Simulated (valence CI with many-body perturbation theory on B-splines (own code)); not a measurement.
E1 line list for Ru³⁹⁺

Computed by valence CI with perturbative core correlation (CI+MBPT): three valence electrons over a frozen Dirac-Fock core [He], a basis of 11 s, 11 p, 10 d, 8 f, 5 g, 2 h functions for each j, with the one-electron correlation potential Σ1 (screened to all orders), the two-electron term Σ2, the three-electron term Σ3, Breit, model QED; selected single and double excitations, second order for the rest, scaled by the run's own slope (own B-spline code, finite nucleus).

No measured spectrum was set against this ion. As an estimate, large intervals hold to a few tenths of a per cent, small ones and those within an open d or f shell to about a per cent.

Lines 1 to 50 of 550 in falling wavelength, among levels below 350.75 Ry, chosen from the strongest by gf and those to the six lowest levels. Wavelengths and rates use the calculated energies. Electric multipoles are in the length gauge with retardation, E1 and E2 with the static RPA response of the core. Weak lines are less certain than strong ones. Lines between different terms over intervals too small for the method are left out, as are lines whose strength nearly cancels. The highest levels of a list are the least certain.

Levels are named by their leading jj configuration (3d3/2^4 stands for four electrons in 3d with j = 3/2), which in mixed levels can hold well under half, so a name can repeat and another be missing. Letters in brackets count levels of one name in rising energy.

```csv
λ vac (nm),Upper,Lower,A (s⁻¹),S (a.u.)
131.6,(2s 2p1/2 4f7/2) J=7/2 [a],(2s 2p1/2 4d5/2) J=5/2 [a],5.79e+07,5.21e-01
127.4,(2s 2p1/2 4f7/2) J=9/2,(2s 2p1/2 4d5/2) J=7/2,6.57e+07,6.70e-01
118.7,(2s^2 4f7/2) J=7/2,(2s^2 4d5/2) J=5/2,8.12e+07,5.36e-01
99.52,(2s 2p3/2 4f5/2) J=7/2,(2s 2p3/2 4d3/2) J=5/2 [a],9.67e+07,3.76e-01
97.27,(2p1/2^2 4f5/2) J=5/2,(2p1/2^2 4d3/2) J=3/2,1.40e+08,3.80e-01
97.18,(2s 2p3/2 4f5/2) J=9/2,(2s 2p3/2 4d3/2) J=7/2,1.25e+08,5.67e-01
93.51,(2s^2 4f5/2) J=5/2,(2s^2 4d3/2) J=3/2,1.55e+08,3.74e-01
90.50,(2s 2p3/2 4f7/2) J=11/2,(2s 2p3/2 4d5/2) J=9/2,1.85e+08,8.12e-01
90.10,(2s 2p1/2 4f5/2) J=5/2 [a],(2s 2p1/2 4d3/2) J=3/2 [a],1.70e+08,3.67e-01
86.91,(2s 2p1/2 4f5/2) J=7/2,(2s 2p1/2 4d3/2) J=5/2,1.78e+08,4.62e-01
72.24,(2s 2p3/2 4d5/2) J=9/2,(2s 2p3/2 4p3/2) J=7/2,5.62e+08,1.05e+00
69.05,(2s 2p1/2 4d5/2) J=7/2,(2s 2p1/2 4p3/2) J=5/2,6.46e+08,8.40e-01
68.43,(2s 2p1/2 4d5/2) J=5/2 [a],(2s 2p1/2 4p3/2) J=3/2 [a],5.85e+08,5.55e-01
67.36,(2p1/2^2 4d5/2) J=5/2,(2p1/2^2 4p3/2) J=3/2,7.15e+08,6.47e-01
67.05,(2s 2p3/2 4d5/2) J=7/2 [b],(2s 2p3/2 4p3/2) J=5/2 [b],6.97e+08,8.29e-01
66.17,(2s 2p3/2 4p1/2) J=3/2 [a],(2s 2p3/2 4s) J=5/2,5.49e+08,3.14e-01
65.24,(2s^2 4d5/2) J=5/2,(2s^2 4p3/2) J=3/2,7.53e+08,6.19e-01
63.06,(2s 2p1/2 4d5/2) J=5/2 [b],(2s 2p1/2 4p3/2) J=3/2 [b],7.50e+08,5.57e-01
62.76,(2s 2p3/2 4p1/2) J=5/2,(2s 2p3/2 4s) J=5/2,4.78e+08,3.50e-01
62.72,(2s 2p3/2 4d5/2) J=7/2 [a],(2s 2p3/2 4p3/2) J=5/2 [a],6.97e+08,6.79e-01
61.29,(2s 2p3/2 4d5/2) J=5/2,(2s 2p3/2 4p3/2) J=3/2 [a],5.50e+08,3.75e-01
60.46,(2s 2p1/2 4d5/2) J=3/2,(2s 2p1/2 4p3/2) J=1/2,7.61e+08,3.32e-01
54.79,(2s 2p3/2 4d5/2) J=3/2,(2s 2p3/2 4p3/2) J=3/2 [a],6.43e+08,2.09e-01
43.50,(2s 2p1/2 4d3/2) J=3/2 [b],(2s 2p1/2 4p1/2) J=1/2 [b],1.08e+09,1.75e-01
42.29,(2s 2p3/2 4d3/2) J=5/2 [a],(2s 2p3/2 4p1/2) J=5/2,1.26e+09,2.82e-01
41.29,(2s 2p3/2 4d3/2) J=7/2,(2s 2p3/2 4p1/2) J=5/2,2.00e+09,5.55e-01
40.87,(2s 2p3/2 4d3/2) J=5/2 [a],(2s 2p3/2 4p1/2) J=3/2 [a],1.25e+09,2.52e-01
40.32,(2s 2p3/2 4d3/2) J=3/2 [b],(2s 2p3/2 4p1/2) J=1/2,1.53e+09,1.98e-01
40.31,(2s 2p3/2 4d3/2) J=5/2 [b],(2s 2p3/2 4p1/2) J=3/2 [b],2.62e+09,5.08e-01
40.31,(2p1/2^2 4d3/2) J=3/2,(2p1/2^2 4p1/2) J=1/2,2.76e+09,3.57e-01
40.28,(2s 2p3/2 4p3/2) J=3/2 [a],(2s 2p3/2 4s) J=3/2 [a],2.40e+09,3.10e-01
39.98,(2s 2p1/2 4d3/2) J=3/2 [a],(2s 2p1/2 4p1/2) J=1/2 [a],2.72e+09,3.43e-01
39.66,(2s 2p3/2 4d3/2) J=3/2 [a],(2s 2p3/2 4p1/2) J=3/2 [a],2.14e+09,2.64e-01
39.51,(2s^2 4d3/2) J=3/2,(2s^2 4p1/2) J=1/2,2.81e+09,3.41e-01
39.44,(2s 2p1/2 4d3/2) J=5/2,(2s 2p1/2 4p1/2) J=3/2,2.36e+09,4.29e-01
39.06,(2s 2p3/2 4d3/2) J=1/2 [a],(2s 2p3/2 4p1/2) J=3/2 [a],2.83e+09,1.67e-01
38.79,(2s 2p1/2 4p3/2) J=1/2,(2s 2p1/2 4s) J=1/2 [b],3.18e+09,1.83e-01
37.55,(2s 2p1/2 4p3/2) J=3/2 [b],(2s 2p1/2 4s) J=1/2 [b],2.41e+09,2.52e-01
37.39,(2s 2p3/2 4p3/2) J=5/2 [b],(2s 2p3/2 4s) J=3/2 [b],3.61e+09,5.59e-01
37.32,(2s 2p3/2 4d3/2) J=1/2 [b],(2s 2p3/2 4p1/2) J=1/2,2.85e+09,1.46e-01
36.74,(2s 2p3/2 4p3/2) J=7/2,(2s 2p3/2 4s) J=5/2,4.23e+09,8.28e-01
36.52,(2s 2p3/2 4p3/2) J=5/2 [a],(2s 2p3/2 4s) J=3/2 [a],2.44e+09,3.52e-01
36.20,(2s 2p1/2 4d3/2) J=3/2 [b],(2s 2p1/2 4p1/2) J=3/2,1.55e+09,1.45e-01
35.96,(2p1/2^2 4p3/2) J=3/2,(2p1/2^2 4s) J=1/2,4.70e+09,4.32e-01
35.11,(2s^2 4p3/2) J=3/2,(2s^2 4s) J=1/2,4.77e+09,4.08e-01
34.89,(2s 2p3/2 4p3/2) J=3/2 [b],(2s 2p3/2 4s) J=3/2 [b],2.03e+09,1.70e-01
34.85,(2s 2p1/2 4p3/2) J=3/2 [a],(2s 2p1/2 4s) J=1/2 [a],4.63e+09,3.87e-01
34.62,(2s 2p3/2 4p3/2) J=1/2 [a],(2s 2p3/2 4s) J=3/2 [a],5.11e+09,2.09e-01
34.61,(2s 2p1/2 4p3/2) J=5/2,(2s 2p1/2 4s) J=3/2,5.18e+09,6.36e-01
34.29,(2s 2p3/2 4p3/2) J=3/2 [b],(2s 2p3/2 4s) J=1/2,2.85e+09,2.27e-01
```
